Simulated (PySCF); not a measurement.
Coordinates in bohr (charge 0 multiplicity 1):
```
Si    0.0000    0.0000    0.0000
Se    3.8793    0.0000    0.0000
Se   -3.8793    0.0000    0.0000
```

Level of theory: PySCF, PBE0, basis Si def2-TZVP, Se def2-TZVP (no relativity, density fitting).

This geometry of SiSe2 is a stationary point at this level.

Task: What is the point group?

Result: D∞h.

Task: Is it a minimum?

Result: Yes: all harmonic wavenumbers are real.

Task: List the harmonic modes with their infrared intensities.

Result: 
| symmetry | ω (cm⁻¹) | IR (km/mol, summed over degenerate members) |
| --- | --- | --- |
| πu | 156 | 5.3 |
| σg+ | 302 | 0.0 |
| σu+ | 767 | 132 |

Task: What are the dipole moment and the gap between the highest occupied and lowest empty levels?

Result: 0.00 D and 5.29 eV.

In D∞h the vibrations span πu + σg+ + σu+. The σg+ mode carries no infrared intensity, as symmetry demands. With a centre of inversion only u modes can be infrared active and only g modes Raman active.
